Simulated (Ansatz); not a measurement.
Cartesian coordinates (Å):
SMILES: [SH][SnH2][SH]
```xyz
7

S      2.1105    -0.0002     0.2453
Sn    -0.2591     0.3585     0.6170
S     -1.5970    -1.5304    -0.1047
H      2.0404     0.2997    -1.0629
H     -0.7444     1.7478    -0.2513
H     -0.4639     0.4569     2.3051
H     -1.5017    -1.2175    -1.4082
```
Charge 0, spin multiplicity 1.

These are frozen-core CCSD(T)/def2-TZVPP // B3LYP-D3(BJ)/def2-TZVP in Ansatz (a first-principles code) values and carry that method's errors.

| Property | Value |
|---|---|
| HF energy | -1010.81175 Ha |
| MP2 correlation energy | -0.68644 Ha |

Task: Estimate the CCSD correlation energy, the (T) correction, the total energy and the T1 diagnostic.

Result: 
| Property | Value |
|---|---|
| CCSD correlation energy | -0.72562 Ha |
| (T) correction | -0.02817 Ha |
| CCSD(T) total energy | -1011.56554 Ha |
| T1 diagnostic | 0.012 |
